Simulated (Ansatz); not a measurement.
`C/N=C/NC` and `C/N=C/N[SiH3]` differ in one atom or group.

Ansatz, PBE0-D4/def2-TZVP geometries, multiplicity 1. Each molecule was computed in one conformer, which needn't be the lowest.

```
                                      property  `C/N=C/NC`
          HOMO–LUMO gap (PBE0/def2-TZVPP) / eV        7.35
         HOMO energy (ωB97M-V/def2-TZVPP) / eV       -8.54
size of the dipole moment (PBE/def2-TZVPP) / D        2.20
           HOMO–LUMO gap (PBE/def2-TZVPP) / eV        5.10
            HOMO energy (PBE0/def2-TZVPP) / eV       -6.31
           LUMO energy (B3LYP/def2-TZVPP) / eV        0.76
```

Problem. What does the change do to each property? (An estimate is asked.)

Solution. Ansatz gave: 
| property | `C/N=C/N[SiH3]` | shift |
| --- | --- | --- |
| HOMO–LUMO gap (PBE0/def2-TZVPP) / eV | 7.28 | -0.07 |
| HOMO energy (ωB97M-V/def2-TZVPP) / eV | -9.01 | -0.47 |
| size of the dipole moment (PBE/def2-TZVPP) / D | 2.14 | -0.06 |
| HOMO–LUMO gap (PBE/def2-TZVPP) / eV | 5.05 | -0.05 |
| HOMO energy (PBE0/def2-TZVPP) / eV | -6.78 | -0.47 |
| LUMO energy (B3LYP/def2-TZVPP) / eV | 0.25 | -0.51 |

With PBE0 the HOMO falls by 0.47 eV and the LUMO falls by 0.54 eV, so the gap narrows by about 0.07 eV. PBE moves the HOMO by -0.47 eV and ωB97M-V by -0.47 eV. Dipoles are sizes alone; their direction can turn.

B3LYP here is the variant with VWN-RPA as its local correlation; programs differ in this.
